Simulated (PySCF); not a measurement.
An equivalent PySCF input for As⁺ (arsenic, charge +1), [Ar] 3d10 4s2 4p2, high-spin 3P determinant, with scalar relativity by spin-free X2C-1e:

```python
from pyscf import gto, scf, dft, mp, cc
import basis_set_exchange as bse
mol = gto.M(atom="As 0 0 0", charge=1, spin=2, symmetry="D2h",
            basis=gto.basis.parse(bse.get_basis("jorge-DZP-DKH", elements=["As"], fmt="nwchem", header=False)),
            nucmod="G")
mf = dft.UKS(mol, xc="PBE0").sfx2c1e()
mf.irrep_nelec = {'Ag': (6, 6), 'B1g': (1, 1), 'B2g': (1, 1), 'B3g': (1, 1), 'B1u': (3, 2), 'B2u': (3, 2), 'B3u': (2, 2)}
mf.kernel()
```

It reaches the same state as the run whose output follows, with an energy that differs only through the grid. The run itself started from symmetry-adapted Hartree-Fock orbitals and held the occupation by maximum overlap, on a logarithmic radial grid, so the iterations belong to that start.

```
SCF conv_tol = 1e-09
number electrons alpha = 17  beta = 15
XC functionals = PBE0
    C. Adamo and V. Barone.,  J. Chem. Phys. 110, 6158 (1999)
    M. Ernzerhof and G. E. Scuseria.,  J. Chem. Phys. 110, 5029 (1999)
cycle= 1 E= -2259.94954186697  delta_E= -0.0084  |g|= 0.0867  |ddm|= 0.183
cycle= 2 E= -2259.94965330785  delta_E= -0.000111  |g|= 0.0753  |ddm|= 0.0466
cycle= 3 E= -2259.95015899776  delta_E= -0.000506  |g|= 0.00178  |ddm|= 0.0261
cycle= 4 E= -2259.95015937517  delta_E= -3.77e-07  |g|= 0.000144  |ddm|= 0.00158
cycle= 5 E= -2259.95015937811  delta_E= -2.94e-09  |g|= 1.3e-05  |ddm|= 0.000103
cycle= 6 E= -2259.95015937813  delta_E= -2.36e-11  |g|= 5.82e-07  |ddm|= 1.33e-05
converged SCF energy = -2259.95015937813  <S^2> = 2.0003049  2S+1 = 3.0002032
```
